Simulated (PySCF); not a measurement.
Al(Me)(H) (CH₄Al), SMILES [CH3][AlH], multiplicity 2. Atoms are numbered in the order given.

```xyz
6

Al     0.1389     0.7785     0.0000
C     -0.0431    -1.1780     0.0000
H     -0.6181    -1.4876     0.8809
H     -0.6181    -1.4876    -0.8809
H      0.9032    -1.7212     0.0000
H     -1.2133     1.6439     0.0000
```
Charge 0, spin multiplicity 2.

Geometry: ωB97X-D3(BJ)/def2-TZVP. The spin state was assumed, not searched. The isomer is the one that the SMILES or the coordinates give; other isomers of the formula were not compared.

Level of theory: B3LYP/pcH-1 in PySCF.

Unrestricted Kohn–Sham, ⟨S²⟩ = 0.751. Hyperfine tensors hold the contact and dipolar terms, without spin-orbit corrections.

Estimate the hyperfine couplings. (An estimate is asked for; the answer gives what the named calculation found.)


| nucleus | A(iso) (MHz) | A(iso) (G) | dipolar principal values (MHz) |
|---|---|---|---|
| 27Al no. 1 | 713.3 | 254.5 | -61.4, -57.3, 118.7 |
| 13C no. 2 | 76.8 | 27.4 | -9.4, -8.2, 17.6 |
| 1H no. 3 | 10.7 | 3.8 | -4.9, -0.6, 5.5 |
| 1H no. 4 | 10.7 | 3.8 | -4.9, -0.6, 5.5 |
| 1H no. 5 | -1.0 | -0.4 | -5.7, -2.9, 8.6 |
| 1H no. 6 | 187.4 | 66.9 | -4.5, -0.1, 4.7 |

And the g tensor (effective nuclear charges for spin-orbit coupling, GIAO)? (The exact figures need the calculation; the answer reports its results.)

principal values 1.9932, 2.0023, 2.0033; isotropic 1.9996.
